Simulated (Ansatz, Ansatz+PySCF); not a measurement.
| atom | x (Å) | y (Å) | z (Å) |
| --- | --- | --- | --- |
| Pt | 0.0000 | 0.0000 | 0.0000 |
| F | 0.0000 | 0.0000 | 1.8500 |
| F | 0.0000 | 0.0000 | -1.8500 |
| F | 1.8500 | 0.0000 | 0.0000 |
| F | -1.8500 | 0.0000 | 0.0000 |
| F | 0.0000 | 1.8500 | 0.0000 |
| F | 0.0000 | -1.8500 | 0.0000 |

Basis set: def2-SVP on F; def2-TZVPP on Pt (spherical functions, with the set's core potentials past Kr). Charge 0, multiplicity 3.

Computed with Ansatz (development build ahead of 0.2.0); each method stands on the lowest determinant of its kind that the runs found. Restricted functionals stand beside restricted open-shell atoms, which can lie above the unrestricted atoms usual in DFT and then raise those values.

The atomization energy at this shape (free ground-state atoms in the same class of orbitals less the molecule, no zero-point energy) of triplet PtF₆:

| method | atomization energy |
| --- | --- |
| ωB97X (restricted open-shell) | 17.59 eV |
| PBE0 (restricted open-shell) | 17.65 eV |
| UHF | 3.98 eV |
| ROHF | 3.71 eV |

**Question.** What does PBE0 (unrestricted) give?

**Answer.** 17.43 eV. Caution: other spin multiplicities may lie lower. Caution for ωB97X (restricted open-shell): no unrestricted run beside it, a lower state can exist. Caution for ROHF: an unrestricted determinant lies well below.

The shape needn't be a minimum at these levels.
